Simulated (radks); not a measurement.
Values are calculated unless marked as measured or tabulated.
Valence configurations of the aluminium ion Al+ (all share [Ne]). Code: a radial shooting solver on a logarithmic mesh with Libxc functionals. Model: non-relativistic Kohn-Sham, r2SCAN, spin-polarised, spherical densities, point nucleus; open shells are filled with parallel spins first; meta-GGA in the generalised Kohn-Sham scheme. Order these by energy: 3p2; 3s0.5 3p1.5; 3s2; 3s1.5 3p0.5; 3s1 3p1.

Answer. From the lowest, in eV above it: 3s2 0.000; 3s1.5 3p0.5 2.624; 3s1 3p1 4.306; 3s0.5 3p1.5 7.448; 3p2 10.564. NIST lists [Ne] 3s2 as the ground configuration; this level of theory agrees among the configurations tried. The energies are those of spherical high-spin densities, not of single terms.
